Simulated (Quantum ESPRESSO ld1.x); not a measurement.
The numbers below are computed, except where a source is named.
Problem. The aim is neutral iron in [Ar] 3d6 4s2. This ld1.x (Quantum ESPRESSO 7.5) run was made with `OMP_NUM_THREADS=1 ld1.x < ld1.in > ld1.out`. Can the result be used? Name any fault.

```
 &input
    zed=26.0,
    iswitch=1,
    rel=0,
    lsd=1,
    dft='SLA-VWN',
    config='[Ar] 3d6 4s2',
    rmax=3.0,
    prefix='ld1',
    max_out_wfc=37,
    file_charge='ld1.rho',
 /
```

Output (excerpt):

```
     Program LD1 v.7.5 starts

     Message from routine scf:
     warning: convergence not achieved
     --------------------------- All-electron run ----------------------------

     atomic number is 26.00
     dft =SLA-VWN   lsd =1 sic =0 latt =0  beta=0.20 tr2=1.0E-14
     Exchange-correlation= SLA-VWN
                           (   1   2   0   0   0   0   0)
     mesh =1421 r(mesh) =   3.00989 a.u. xmin = -7.00 dx = 0.00800
     1 Ry =  13.60569312 eV

     n l     nl                  e(Ry)          e(Ha)          e(eV)
     1 0     1S 1( 1.00)      -510.1471      -255.0735     -6940.9043
     2 0     2S 1( 1.00)       -60.6663       -30.3332      -825.4076
     2 1     2P 1( 3.00)       -52.6553       -26.3276      -716.4113
     3 0     3S 1( 1.00)        -8.0202        -4.0101      -109.1202
     3 1     3P 1( 3.00)        -5.6582        -2.8291       -76.9836
     3 2     3D 1( 5.00)        -1.8030        -0.9015       -24.5308
     4 0     4S 1( 1.00)        -1.3017        -0.6509       -17.7105
     1 0     1S 2( 1.00)      -510.1483      -255.0742     -6940.9217
     2 0     2S 2( 1.00)       -60.5623       -30.2811      -823.9916
     2 1     2P 2( 3.00)       -52.5768       -26.2884      -715.3442
     3 0     3S 2( 1.00)        -7.7864        -3.8932      -105.9390
     3 1     3P 2( 3.00)        -5.4283        -2.7142       -73.8559
     3 2     3D 2( 1.00)        -1.5894        -0.7947       -21.6253
     4 0     4S 2( 1.00)        -1.2945        -0.6472       -17.6120

     final scf error:  1.7E+01 reached in 201 iterations

     Etot =   -2540.747289 Ry,   -1270.373644 Ha,  -34568.627911 eV
     Total magnetization:    4.00 Bohr mag.

     Ekin =    2515.397704 Ry,    1257.698852 Ha,   34223.729241 eV
     Encl =   -6005.478818 Ry,   -3002.739409 Ha,  -81708.701858 eV
     Eh   =    1055.723669 Ry,     527.861835 Ha,   14363.852264 eV
     Exc  =    -106.389843 Ry,     -53.194922 Ha,   -1447.507558 eV
```

Solution. No (not converged). The line at issue: rmax=3.0. The mesh cuts the orbital tails; the cycle ends with warnings and the numbers are not to be used. The sound input gives -1261.2233 hartree.
